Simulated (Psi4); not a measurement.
CsF, singlet, geometry from GFN2-xTB (such geometries of metal compounds can be far from the true shape) (core potentials on Cs); PBE0/def2-TZVP in Psi4 1.11.

Psi4 was given this input:
```
memory 2 GB

molecule mol {
0 1
  Cs   -0.000000   -0.000000   -0.324136
  F     0.000000    0.000000    1.980834
}

set basis def2-tzvp
set reference rks

energy('pbe0')
print_variables()
```

The log (banner, timings and long lists left out):

```
   => Loading Basis Set <=

    Name: DEF2-TZVP
    Role: ORBITAL
    Keyword: BASIS

    !!!  WARNING: ECP capability is in beta. Please check occupations closely.  !!!

         ---------------------------------------------------------
                                   SCF
               by Justin Turney, Rob Parrish, Andy Simmonett
                          and Daniel G. A. Smith
                              RKS Reference
         ---------------------------------------------------------

  ==> Geometry <==

    Molecular point group: c2v
    Full point group: C_inf_v

    Geometry (in Angstrom), charge = 0, multiplicity = 1:

       Center              X                  Y                   Z               Mass
    ------------   -----------------  -----------------  -----------------  -----------------
         CS           0.000000000000     0.000000000000    -0.288279381075   132.905451961000
         F            0.000000000000     0.000000000000     2.016690618925    18.998403162730

  Running in c2v symmetry.

  Rotational constants: A = ************  B =      0.19089  C =      0.19089 [cm^-1]
  Rotational constants: A = ************  B =   5722.62838  C =   5722.62838 [MHz]
  Nuclear repulsion =   18.596057243378439

  Charge       = 0
  Multiplicity = 1
  Electrons    = 18
  Nalpha       = 9
  Nbeta        = 9

  ==> Algorithm <==

  SCF Algorithm Type is DF.
  DIIS enabled.
  MOM disabled.
  Fractional occupation disabled.
  Guess Type is SAD.
  Energy threshold   = 1.00e-06
  Density threshold  = 1.00e-06
  Integral threshold = 1.00e-12

  ==> Primary Basis <==

  Basis Set: DEF2-TZVP
    Blend: DEF2-TZVP
    Number of shells: 22
    Number of basis functions: 60
    Number of Cartesian functions: 68
    Spherical Harmonics?: true
    Max angular momentum: 3

  Core potential: DEF2-TZVP
    Number of shells: 4
    Number of ECP primitives: 10
    Number of ECP core electrons: 46
    Max angular momentum: 3

  ==> DFT Potential <==

   => LibXC <=

    Version 7.1.2
    S. Lehtola, C. Steigemann, M. J. T. Oliveira, and M. A. L. Marques,  SoftwareX 7, 1–5 (2018) (10.1016/j.softx.2017.11.002)

   => Composite Functional: PBE0 <=

    PBE0 Hyb-GGA Exchange-Correlation Functional

    C. Adamo and V. Barone,  J. Chem. Phys. 110, 6158 (1999) (10.1063/1.478522)
    M. Ernzerhof and G. E. Scuseria,  J. Chem. Phys. 110, 5029 (1999) (10.1063/1.478401)

    Deriv               =              1
    GGA                 =           TRUE
    Meta                =          FALSE

    Exchange Hybrid     =           TRUE
    MP2 Hybrid          =          FALSE

   => Exchange Functionals <=

    0.7500   Perdew, Burke & Ernzerhof

   => Exact (HF) Exchange <=

    0.2500               HF

   => Correlation Functionals <=

    1.0000   Perdew, Burke & Ernzerhof

   => LibXC Density Thresholds  <==

    XC_HYB_GGA_XC_PBEH:  1.00E-15

   => Molecular Quadrature <=

    Radial Scheme          =       TREUTLER
    Pruning Scheme         =           NONE
    Nuclear Scheme         =       TREUTLER

    Blocking Scheme        =         OCTREE
    BS radius alpha        =              1
    Pruning alpha          =              1
    Radial Points          =             75
    Spherical Points       =            302
    Total Points           =          43366
    Total Blocks           =            426
    Max Points             =            255
    Max Functions          =             60
    Weights Tolerance      =       1.00E-15

   => Loading Basis Set <=

    Name: (DEF2-TZVP AUX)
    Role: JKFIT
    Keyword: DF_BASIS_SCF

  ==> Integral Setup <==

  SCF_SUBTYPE=INCORE selected. In-core MEM_DF algorithm will be used.
  Using in-core AOs.

  ==> MemDFJK: Density-Fitted J/K Matrices <==

    J tasked:                   Yes
    K tasked:                   Yes
    wK tasked:                   No
    Algorithm:                 Core
    Schwarz Cutoff:           1E-12
    Mask sparsity (%):       0.0556
    Fitting Condition:        1E-10

   => Auxiliary Basis Set <=

  Basis Set: (DEF2-TZVP AUX)
    Blend: DEF2-UNIVERSAL-JKFIT
    Number of shells: 59
    Number of basis functions: 207
    Number of Cartesian functions: 264
    Spherical Harmonics?: true
    Max angular momentum: 5

  Minimum eigenvalue in the overlap matrix is 1.6469648586E-02.
  Reciprocal condition number of the overlap matrix is 4.6823982419E-03.
    Using symmetric orthogonalization.

  ==> Pre-Iterations <==

  SCF Guess: Superposition of Atomic Densities via on-the-fly atomic UHF (no occupation information).

   -------------------------
    Irrep   Nso     Nmo
   -------------------------
     A1        28      28
     A2         6       6
     B1        13      13
     B2        13      13
   -------------------------
    Total      60      60
   -------------------------

  ==> Iterations <==

                           Total Energy        Delta E     RMS |[F,P]|

   @DF-RKS iter SAD:  -119.24424602821074   -1.19244e+02   0.00000e+00
   @DF-RKS iter   1:  -119.83205493594791   -5.87809e-01   1.93496e-02 ADIIS/DIIS
   @DF-RKS iter   2:  -114.75681172890398    5.07524e+00   9.08143e-02 ADIIS/DIIS
   @DF-RKS iter   3:  -119.78140108228607   -5.02459e+00   2.42985e-02 ADIIS/DIIS
   @DF-RKS iter   4:  -119.99529015051381   -2.13889e-01   1.74495e-03 ADIIS/DIIS
   @DF-RKS iter   5:  -119.99664667031500   -1.35652e-03   5.77769e-04 ADIIS/DIIS
   @DF-RKS iter   6:  -119.99678502548238   -1.38355e-04   5.88083e-05 DIIS
   @DF-RKS iter   7:  -119.99678687119584   -1.84571e-06   6.40883e-06 DIIS
   @DF-RKS iter   8:  -119.99678689626303   -2.50672e-08   1.42222e-06 DIIS
   @DF-RKS iter   9:  -119.99678689697910   -7.16071e-10   3.55959e-07 DIIS
  Energy and wave function converged.

  ==> Post-Iterations <==

   Electrons on quadrature grid:
      Ntotal   =   18.0000414750 ; deviation = 4.147e-05

    Orbital Energies [Eh]
    ---------------------

    Doubly Occupied:

[...]
    Virtual:

[...]
    Final Occupation by Irrep:
             A1    A2    B1    B2
    DOCC [     5,    0,    2,    2 ]
    NA   [     5,    0,    2,    2 ]
    NB   [     5,    0,    2,    2 ]

  @DF-RKS Final Energy:  -119.99678689697910

   => Energetics <=

    Nuclear Repulsion Energy =             18.5960572433784392
    One-Electron Energy =                -212.0343736682395388
    Two-Electron Energy =                  83.8562463039039301
    DFT Exchange-Correlation Energy =     -10.4147167760219208
    Empirical Dispersion Energy =           0.0000000000000000
    VV10 Nonlocal Energy =                  0.0000000000000000
    Total Energy =                       -119.9967868969791027

Computation Completed

Properties will be evaluated at   0.000000,   0.000000,   0.000000 [a0]

Properties computed using the SCF density matrix

 Multipole Moments:

 ------------------------------------------------------------------------------------
     Multipole            Electronic (a.u.)      Nuclear  (a.u.)        Total (a.u.)
 ------------------------------------------------------------------------------------

 L = 1.  Multiply by 2.5417464519 to convert [e a0] to [Debye]
 Dipole X            :          0.0000000            0.0000000            0.0000000
 Dipole Y            :          0.0000000            0.0000000            0.0000000
 Dipole Z            :        -32.2857642           29.3960148           -2.8897493
 Magnitude           :                                                    2.8897493

 ------------------------------------------------------------------------------------

  Variable Map:
  ----------------------------------------------------------------------------
[...]
  Array Variable Map:
  ----------------------------------------------------------------------------
[...]
[...]
```
